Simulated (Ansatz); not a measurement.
A relaxation, step by step

CH8GeO, closed shell, PBE0-D4/def2-TZVP (Ansatz 0.2.0). Settings:

```yaml
hamiltonian: {xc: pbe0, dispersion: d4}
relax: {f_tol: 0.005, max_steps: 200}
```

Start, a step off a saddle point along its unstable mode:

```
11
angstrom
Ge -0.3463 -0.2927 -0.4569
H 1.2730 0.0735 -0.9345
H -0.5108 -1.1450 -1.7151
H -1.8572 0.2498 -0.2439
C 0.1655 -1.0341 1.2479
H 0.7645 1.4615 -0.8543
O 0.0965 1.8400 -0.5286
H -0.6257 -1.6464 1.6700
H 1.0716 -1.6096 1.0743
H 0.3936 -0.2127 1.9325
H -0.4250 2.3157 -1.1913
```

| step | energy less the last (meV) | largest force component (eV/Å) |
| --- | --- | --- |
| 1 | 2334.8 | 9.225 |
| 2 | 1228.7 | 0.947 |
| 3 | 867.3 | 0.989 |
| 4 | 479.8 | 0.986 |
| 5 | 227.6 | 1.586 |
| 6 | 75.4 | 0.856 |
| 7 | 14.5 | 0.177 |
| 8 (rejected trial) | 49.6 | 0.541 |
| 9 | 8.3 | 0.183 |
| 10 | 5.7 | 0.112 |
| 11 (rejected trial) | 6.4 | 0.496 |
| 12 | 3.7 | 0.184 |
| 13 | 1.4 | 0.022 |
| 14 | 0.6 | 0.054 |
| 15 | 0.3 | 0.048 |
| 16 | 0.2 | 0.082 |
| 17 | 0.0 | 0.034 |
| 18 | 0.0 | 0.004 |

Step 2, positions (Å) and forces (eV/Å):

| atom | x | y | z | Fx | Fy | Fz |
| --- | --- | --- | --- | --- | --- | --- |
| Ge1 | -0.307 | -0.334 | -0.479 | -0.086 | -0.847 | -0.277 |
| H2 | 1.233 | -0.010 | -0.944 | -0.602 | 0.245 | 0.051 |
| H3 | -0.563 | -1.282 | -1.682 | -0.100 | -0.372 | 0.156 |
| H4 | -1.744 | 0.299 | -0.292 | 0.453 | -0.034 | -0.158 |
| C5 | 0.165 | -1.077 | 1.251 | 0.003 | -0.119 | 0.089 |
| H6 | 0.860 | 1.630 | -0.873 | 0.322 | 0.374 | -0.444 |
| O7 | 0.020 | 1.940 | -0.522 | -0.117 | 0.947 | 0.562 |
| H8 | -0.632 | -1.672 | 1.691 | -0.001 | -0.071 | 0.046 |
| H9 | 1.075 | -1.665 | 1.130 | -0.024 | -0.103 | 0.132 |
| H10 | 0.384 | -0.234 | 1.912 | -0.017 | -0.055 | -0.005 |
| H11 | -0.490 | 2.406 | -1.190 | 0.170 | 0.035 | -0.151 |

Step 9, positions (Å) and forces (eV/Å):

```
atom       x       y       z      Fx      Fy      Fz
 Ge1  -0.368  -0.806  -0.699   0.020  -0.082   0.031
  H2   0.770  -0.179  -1.534  -0.010   0.007   0.020
  H3  -0.687  -2.180  -1.317   0.002   0.003  -0.012
  H4  -1.619   0.081  -0.848   0.013   0.014   0.011
  C5   0.152  -1.000   1.172  -0.052   0.040  -0.016
  H6   1.035   2.125  -0.684  -0.054   0.026   0.032
  O7   0.394   2.523  -0.088  -0.134  -0.031  -0.127
  H8  -0.617  -1.548   1.722   0.027   0.044  -0.034
  H9   1.092  -1.550   1.252  -0.008   0.012  -0.019
 H10   0.276  -0.012   1.616   0.014  -0.019   0.001
 H11  -0.427   2.545  -0.593   0.183  -0.012   0.113
```

Step 16, positions (Å) and forces (eV/Å):

| atom | x | y | z | Fx | Fy | Fz |
| --- | --- | --- | --- | --- | --- | --- |
| Ge1 | -0.343 | -0.841 | -0.744 | -0.001 | -0.005 | 0.000 |
| H2 | 0.815 | -0.284 | -1.598 | -0.007 | 0.001 | 0.006 |
| H3 | -0.706 | -2.232 | -1.296 | 0.002 | -0.003 | -0.002 |
| H4 | -1.565 | 0.078 | -0.946 | 0.005 | 0.007 | -0.001 |
| C5 | 0.158 | -0.931 | 1.136 | 0.002 | -0.004 | 0.003 |
| H6 | 0.964 | 2.173 | -0.715 | -0.053 | 0.023 | 0.059 |
| O7 | 0.405 | 2.434 | 0.023 | -0.017 | -0.025 | -0.082 |
| H8 | -0.667 | -1.330 | 1.728 | 0.008 | 0.005 | -0.006 |
| H9 | 1.027 | -1.577 | 1.266 | -0.009 | 0.007 | 0.000 |
| H10 | 0.400 | 0.073 | 1.485 | 0.002 | -0.004 | 0.003 |
| H11 | -0.487 | 2.438 | -0.337 | 0.068 | -0.002 | 0.021 |

Last step (18):

```
11
angstrom
Ge -0.3411 -0.8391 -0.7437
H 0.8193 -0.2849 -1.5958
H -0.7078 -2.2293 -1.2970
H -1.5584 0.0862 -0.9476
C 0.1587 -0.9303 1.1361
H 0.9567 2.1737 -0.7210
O 0.4014 2.4223 0.0222
H -0.6679 -1.3256 1.7275
H 1.0240 -1.5810 1.2673
H 0.4055 0.0721 1.4861
H -0.4904 2.4357 -0.3340
```

The run took about 28 s on 4 CPU threads of an Arm Neoverse V2 (shared host).
